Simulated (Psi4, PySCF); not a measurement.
Here is a job for PySCF.
```python
from pyscf import gto, scf, cc

mol = gto.Mole()
mol.atom = '''
    C     1.20091201   -0.35409013   -0.26035158
    N     0.15514093    0.39416532    0.26496238
    C    -1.19676442   -0.02448973   -0.00558254
    H     1.05672953   -0.73061468   -1.25611142
    H     2.18829747   -0.05352778    0.03476338
    H     0.30544302    0.67453837    1.22592736
    H    -1.48256189   -0.93781616    0.53384176
    H    -1.29621216   -0.21507721   -1.07354631
    H    -1.88256807    0.77481933    0.27599336
'''
mol.basis = 'sto-3g'
mol.spin = 1
mol.verbose = 4
mol.build()

mf = scf.UHF(mol)
mf.kernel()

mycc = cc.CCSD(mf, frozen=3)
mycc.kernel()
et = mycc.ccsd_t()
print('E(CCSD(T)) = %.10f' % (mycc.e_tot + et))
```

Question: Give the equivalent Psi4 input.

Answer: One answer among several that fit: 
```
memory 2 GB

molecule mol {
0 2
  C     1.200912   -0.354090   -0.260352
  N     0.155141    0.394165    0.264962
  C    -1.196764   -0.024490   -0.005583
  H     1.056730   -0.730615   -1.256111
  H     2.188297   -0.053528    0.034763
  H     0.305443    0.674538    1.225927
  H    -1.482562   -0.937816    0.533842
  H    -1.296212   -0.215077   -1.073546
  H    -1.882568    0.774819    0.275993
}

set basis sto-3g
set reference uhf
set freeze_core true
set mp2_type conv
set scf_type pk
set puream true
set d_convergence 1e-8

energy('ccsd(t)')
print_variables()
```

Both were run: PySCF gave -132.154065 Eh and Psi4 -132.154065 Eh, 0.000 mEh apart.
